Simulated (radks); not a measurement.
Problem. Species: Ir III. Configuration: [Kr] 4d10 4f14 5s2 5p5 5d8 (not the ground configuration). All-electron calculation, scalar-relativistic Kohn-Sham, LDA (Slater exchange, VWN5 correlation), spin-polarised, spherical densities, finite nucleus; open shells are filled with parallel spins first (spin-orbit coupling, left out, can overturn this in heavy ions); Fermi nuclear charge, rms radius 5.4032 fm. Program: a radial shooting solver on a logarithmic mesh with Libxc functionals. Some entries of the table are withheld. Estimate them.

orbital  occ.  eigenvalue (hartree)  <r^2> (bohr^2)
1s up       1             -2795.146       0.0004202
1s down     1             -2795.141       0.0004202
2s up       1             -489.6805        0.006426
2s down     1             -489.6727        0.006426
2p up       3             -425.8278        0.005366
2p down     3             -425.8198        0.005366
3s up       1             -115.1011         0.04156
3s down     1             -115.0955         0.04156
3p up       3             -96.42080         0.04248
3p down     3             -96.41474         0.04248
3d up       5             -75.77907         0.03518
3d down     5             -75.77196         0.03518
4s up       1             -25.12948          0.2026
4s down     1             -25.11873          0.2026
4p up       3             -18.99760          0.2311
4p down     3             -18.98626          0.2310
4d up       5             -11.45365          0.2651
4d down     5             -11.44006          0.2647
5s up       1                   (1)           1.066
5s down     1                   (2)           1.062
4f up       7              -3.06217          0.3505
4f down     7              -3.04234          0.3474
5p up       3              -2.77025           1.432
5p down     2              -2.69826           1.433
5d up       5              -0.97528           2.922
5d down     3              -0.91074           3.037

Solution. 
(1) 5s up eigenvalue (hartree): -4.37066
(2) 5s down eigenvalue (hartree): -4.30460
